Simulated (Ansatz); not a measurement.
The first iterations of a band of CH₆BNO (10 atoms, charge 0, multiplicity 1).

All numbers below come from RKS B3LYP/cc-pVDZ (Ansatz 0.2.0).

| Item | Value |
| --- | --- |
| movable images | 7 |
| climbing image | yes |
| spring | 5.0 eV/Å² |
| optimiser | quadratic models (default) |
| start path | straight line |
| force threshold | 0.05 eV/Å |
| iteration limit | 60 |
| end points | relaxed |

Image 0:

```xyz
10
Properties=species:S:1:pos:R:3
N -1.431 -0.255 -0.629
C -0.271 -0.849 0.108
B 0.692 0.334 0.490
O 1.830 0.525 -0.236
H -1.083 0.234 -1.459
H -1.857 0.478 -0.053
H 0.199 -1.599 -0.549
H -0.673 -1.393 0.979
H 0.378 1.139 1.346
H 2.299 1.335 0.006
```

Image 8:

```xyz
10
Properties=species:S:1:pos:R:3
N -1.217 -0.498 -0.940
C -0.253 -0.817 0.136
B 0.771 0.289 0.591
O 0.726 1.505 -0.019
H -0.686 -0.195 -1.761
H -1.727 0.347 -0.668
H 0.314 -1.725 -0.153
H -0.818 -1.159 1.028
H 1.587 0.079 1.467
H 1.387 2.122 0.323
```

| iteration | highest image above the first end (eV) | largest band force component (eV/Å) |
| --- | --- | --- |
| 1 | 3.949 | 17.264 |
| 2 | 0.733 | 4.755 |

**Question.** Does the band converge within its limit, and where does its top end?

**Answer.** The run converged. It ended after 8 iterations with the highest image 0.045 eV above the first end. Another band between the same ends (7 images) ends at a top of the same energy, where a vibrational analysis finds 1 clearly imaginary mode.

Time of the run: 3.8 min on 1 thread of Intel(R) Xeon(R) Processor @ 2.70GHz (shared host), peak memory 0.17 GiB.
